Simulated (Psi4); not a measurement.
HGeO (SMILES [OH+]=[Ge]), charge +1, singlet, at a GFN2-xTB geometry; Psi4 1.11 with R2SCAN/6-31G.

Psi4 was given this input:
```
memory 2 GB

molecule {
1 1
  O    -0.00000000   -0.00000000   -1.24787863
  Ge    0.00000000    0.00000000    0.38151971
  H    -0.00000000   -0.00000000   -2.22560177
}

set basis 6-31g
set dft_nuclear_scheme stratmann

energy('r2scan')
print_variables()
```

### Question
Write the output that Psi4 gives for this input, abridged.

### Answer

```
   => Loading Basis Set <=

    Name: 6-31G
    Role: ORBITAL
    Keyword: BASIS

         ---------------------------------------------------------
                                   SCF
               by Justin Turney, Rob Parrish, Andy Simmonett
                          and Daniel G. A. Smith
                              RKS Reference
         ---------------------------------------------------------

  ==> Geometry <==

    Molecular point group: c2v
    Full point group: C_inf_v

    Geometry (in Angstrom), charge = 1, multiplicity = 1:

       Center              X                  Y                   Z               Mass
    ------------   -----------------  -----------------  -----------------  -----------------
         O            0.000000000000     0.000000000000    -1.313864095155    15.994914619570
         GE           0.000000000000     0.000000000000     0.315534244845    73.921177761000
         H            0.000000000000     0.000000000000    -2.291587235155     1.007825032230

  Running in c2v symmetry.

  Rotational constants: A = ************  B =      0.41869  C =      0.41869 [cm^-1]
  Rotational constants: A = ************  B =  12551.87219  C =  12551.87219 [MHz]
  Nuclear repulsion =   93.965762586608392

  Charge       = 1
  Multiplicity = 1
  Electrons    = 40
  Nalpha       = 20
  Nbeta        = 20

  ==> Algorithm <==

  SCF Algorithm Type is DF.
  DIIS enabled.
  MOM disabled.
  Fractional occupation disabled.
  Guess Type is SAD.
  Energy threshold   = 1.00e-06
  Density threshold  = 1.00e-06
  Integral threshold = 1.00e-12

  ==> Primary Basis <==

  Basis Set: 6-31G
    Blend: 6-31G
    Number of shells: 18
    Number of basis functions: 40
    Number of Cartesian functions: 40
    Spherical Harmonics?: false
    Max angular momentum: 2

  ==> DFT Potential <==

   => LibXC <=

    Version 7.1.2
    S. Lehtola, C. Steigemann, M. J. T. Oliveira, and M. A. L. Marques,  SoftwareX 7, 1–5 (2018) (10.1016/j.softx.2017.11.002)

   => Composite Functional: R2SCAN <=

    r2SCAN Meta-GGA XC Functional  (0.1021/acs.jpclett.0c02405)
    J. W. Furness, A. D. Kaplan, J. Ning, J. P. Perdew, J. Sun  J. Phys. Chem. Lett.  11, 8208–8215, 2020

    Deriv               =              1
    GGA                 =           TRUE
    Meta                =           TRUE

    Exchange Hybrid     =          FALSE
    MP2 Hybrid          =          FALSE

   => Exchange Functionals <=

    1.0000   XC_MGGA_X_R2SCAN

   => Correlation Functionals <=

    1.0000   XC_MGGA_C_R2SCAN

   => LibXC Density Thresholds  <==

    XC_MGGA_C_R2SCAN:  1.00E-15
    XC_MGGA_X_R2SCAN:  1.00E-11

   => Molecular Quadrature <=

    Radial Scheme          =       TREUTLER
    Pruning Scheme         =           NONE
    Nuclear Scheme         =      STRATMANN

    Blocking Scheme        =         OCTREE
    BS radius alpha        =              1
    Pruning alpha          =              1
    Radial Points          =             75
    Spherical Points       =            302
    Total Points           =          61750
    Total Blocks           =            523
    Max Points             =            256
    Max Functions          =             40
    Weights Tolerance      =       1.00E-15

   => Loading Basis Set <=

    Name: (6-31G AUX)
    Role: JKFIT
    Keyword: DF_BASIS_SCF

  ==> Integral Setup <==

  SCF_SUBTYPE=INCORE selected. In-core MEM_DF algorithm will be used.
  Using in-core AOs.

  ==> MemDFJK: Density-Fitted J/K Matrices <==

    J tasked:                   Yes
    K tasked:                    No
    wK tasked:                   No
    Algorithm:                 Core
    Schwarz Cutoff:           1E-12
    Mask sparsity (%):       0.6250
    Fitting Condition:        1E-10

   => Auxiliary Basis Set <=

  Basis Set: (6-31G AUX)
    Blend: CC-PVDZ-JKFIT
    Number of shells: 80
    Number of basis functions: 315
    Number of Cartesian functions: 315
    Spherical Harmonics?: false
    Max angular momentum: 3

  Minimum eigenvalue in the overlap matrix is 8.0660498350E-04.
  Reciprocal condition number of the overlap matrix is 1.8995482753E-04.
    Using symmetric orthogonalization.

  ==> Pre-Iterations <==

  SCF Guess: Superposition of Atomic Densities via on-the-fly atomic UHF (no occupation information).

   -------------------------
    Irrep   Nso     Nmo
   -------------------------
     A1        22      22
     A2         2       2
     B1         8       8
     B2         8       8
   -------------------------
    Total      40      40
   -------------------------

  ==> Iterations <==

                           Total Energy        Delta E     RMS |[F,P]|

   @DF-RKS iter SAD: -2149.13144667814322   -2.14913e+03   0.00000e+00
   @DF-RKS iter   1: -2150.91301663593549   -1.78157e+00   1.13150e-01 ADIIS
   @DF-RKS iter   2: -2150.49326733150974    4.19749e-01   1.41115e-01 ADIIS
   @DF-RKS iter   3: -2152.11321419313163   -1.61995e+00   9.32212e-03 DIIS/ADIIS
   @DF-RKS iter   4: -2152.04710137849224    6.61128e-02   1.72804e-02 DIIS/ADIIS
   @DF-RKS iter   5: -2152.12858425467402   -8.14829e-02   1.03527e-03 DIIS/ADIIS
   @DF-RKS iter   6: -2152.12876936938483   -1.85115e-04   1.33041e-04 DIIS/ADIIS
   @DF-RKS iter   7: -2152.12877629388186   -6.92450e-06   5.93713e-06 DIIS
   @DF-RKS iter   8: -2152.12877631121319   -1.73313e-08   1.05354e-06 DIIS
   @DF-RKS iter   9: -2152.12877631171068   -4.97494e-10   3.43089e-07 DIIS
  Energy and wave function converged.

  ==> Post-Iterations <==

   Electrons on quadrature grid:
      Ntotal   =   39.9999951087 ; deviation = -4.891e-06

    Orbital Energies [Eh]
    ---------------------

    Doubly Occupied:

       1A1  -398.415444     2A1   -49.869161     1B1   -44.363188
       1B2   -44.363188     3A1   -44.361969     4A1   -19.258715
       5A1    -6.443236     2B1    -4.595680     2B2    -4.595680
       6A1    -4.591963     7A1    -1.402071     1A2    -1.382414
       8A1    -1.382411     3B1    -1.381264     3B2    -1.381264
       9A1    -1.224499    10A1    -0.835599    11A1    -0.589054
       4B1    -0.587599     4B2    -0.587599

    Virtual:

       5B2    -0.341466     5B1    -0.341466    12A1    -0.205144
      13A1    -0.071695    14A1    -0.033963     6B1     0.041029
       6B2     0.041029    15A1     0.084551     7B1     0.638614
       7B2     0.638614    16A1     0.673740    17A1     1.085539
      18A1     1.194146    19A1     1.633976     2A2     2.465807
      20A1     2.465815     8B1     2.513572     8B2     2.513572
      21A1     2.895918    22A1    71.317457

    Final Occupation by Irrep:
             A1    A2    B1    B2
    DOCC [    11,    1,    4,    4 ]
    NA   [    11,    1,    4,    4 ]
    NB   [    11,    1,    4,    4 ]

  @DF-RKS Final Energy: -2152.12877631171068

   => Energetics <=

    Nuclear Repulsion Energy =             93.9657625866083919
    One-Electron Energy =               -3174.5135343873980673
    Two-Electron Energy =                1016.1710728071162748
    DFT Exchange-Correlation Energy =     -87.7520773180370810
    Empirical Dispersion Energy =           0.0000000000000000
    VV10 Nonlocal Energy =                  0.0000000000000000
    Total Energy =                      -2152.1287763117106806

Computation Completed

Properties will be evaluated at   0.000000,   0.000000,   0.000000 [a0]

Properties computed using the SCF density matrix

 Multipole Moments:

 ------------------------------------------------------------------------------------
     Multipole            Electronic (a.u.)      Nuclear  (a.u.)        Total (a.u.)
 ------------------------------------------------------------------------------------

 L = 1.  Multiply by 2.5417464519 to convert [e a0] to [Debye]
 Dipole X            :          0.0000000            0.0000000            0.0000000
 Dipole Y            :          0.0000000            0.0000000            0.0000000
 Dipole Z            :          4.6401826           -5.1124729           -0.4722903
 Magnitude           :                                                    0.4722903

 ------------------------------------------------------------------------------------

  Variable Map:
  ----------------------------------------------------------------------------
  "CURRENT ENERGY"              =>   -2152.128776311711
  "CURRENT REFERENCE ENERGY"    =>   -2152.128776311711
  "DD SOLVATION ENERGY"         =>       0.000000000000
  "DFT FUNCTIONAL TOTAL ENERGY" =>   -2152.128776311711
  "DFT TOTAL ENERGY"            =>   -2152.128776311711
  "DFT VV10 ENERGY"             =>       0.000000000000
  "DFT XC ENERGY"               =>     -87.752077318037
  "GRID ELECTRONS ALPHA"        =>      19.999997554335
  "GRID ELECTRONS BETA"         =>      19.999997554335
  "GRID ELECTRONS TOTAL"        =>      39.999995108670
  "NUCLEAR REPULSION ENERGY"    =>      93.965762586608
  "ONE-ELECTRON ENERGY"         =>   -3174.513534387398
  "PCM POLARIZATION ENERGY"     =>       0.000000000000
  "PE ENERGY"                   =>       0.000000000000
  "SCF ITERATION ENERGY"        =>   -2152.128776311711
  "SCF ITERATIONS"              =>       9.000000000000
  "SCF TOTAL ENERGY"            =>   -2152.128776311711
  "TWO-ELECTRON ENERGY"         =>    1016.171072807116
  "XC GRID RADIAL POINTS"       =>      75.000000000000
  "XC GRID SPHERICAL POINTS"    =>     302.000000000000
  "XC GRID TOTAL POINTS"        =>   61750.000000000000

  Array Variable Map:
  ----------------------------------------------------------------------------
  "CURRENT DIPOLE"              =>       0.000000000000 ... -0.472290348470 1 by 3
  "SCF DIPOLE"                  =>       0.000000000000 ... -0.472290348470 1 by 3
  "SCF TOTAL ENERGIES"          =>   -2149.131446678143 ... -2152.128776311711 1 by 10
```
